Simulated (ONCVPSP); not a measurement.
## What one change does to a pseudopotential (He (Z = 2), ONCV)

ONCVPSP 4.0.1 input, shortened (lines: element, Z, core and valence counts, functional; n l f; lmax; l rc ep ncon nbas qcut; lloc lpopt rc5 dvloc0; l nproj debl; icmod fcfact rcfact), LDA (Perdew-Wang 92), scalar-relativistic:

```
  He 2.00    0    1  -001012      upf
    1    0    1.00
    1
    0    0.70    0.00    4    8   14.70
    1    0.55    0.41    3    7   13.90
    4    5    0.45    6.00
    0    2    2.00
    1    2    2.20
    0    0.00    0.00
```

All-electron outer shells of the reference configuration (LDA (PZ), scalar-relativistic, ld1.x):

```tsv
shell	level (eV)	outermost node (bohr)	outermost maximum (bohr)
1s	-38.38	–	0.52
```

Change: s: qcut 22.3.

Cutoffs: the cutoffs (Ha) at which the residual kinetic energy of the hardest occupied pseudo-wave falls to 1 and 0.1 mHa per electron; they do not see the model core or the augmentation charge, which bear on the density cutoff. Errors are all-electron minus pseudo energies relative to the spin-unpolarised reference configuration.

Q: How do hardness, ghosts and transferability respond?

A: The potential gets harder (68 Ha and 87 Ha → 93 Ha and 128 Ha); neither file shows a bound ghost. The waves are optimised to have the least kinetic energy above qcut, so the cutoff follows it (qcut²/2 in Ha).

| quantity | base | changed |
| --- | --- | --- |
| cutoff, loose | 68 Ha | 93 Ha |
| cutoff, tight | 87 Ha | 128 Ha |
| bound ghosts | none | none |
| GHOST(+) flags under 300 eV | none | none |
| error for 1s2, meV [ΔE -26.49 eV] | +12 | +5.2 |
| error for 1s1.5, meV [ΔE -16.11 eV] | +4.2 | +2.0 |
| s: phases at 0.71 bohr within 0.05 rad from the reference energy up to (Ha; the scan ends near 5) | to the end of the scan | to the end of the scan |
| p: phases at 0.56 bohr within 0.05 rad from the reference energy up to (Ha; the scan ends near 5) | to the end of the scan | to the end of the scan |
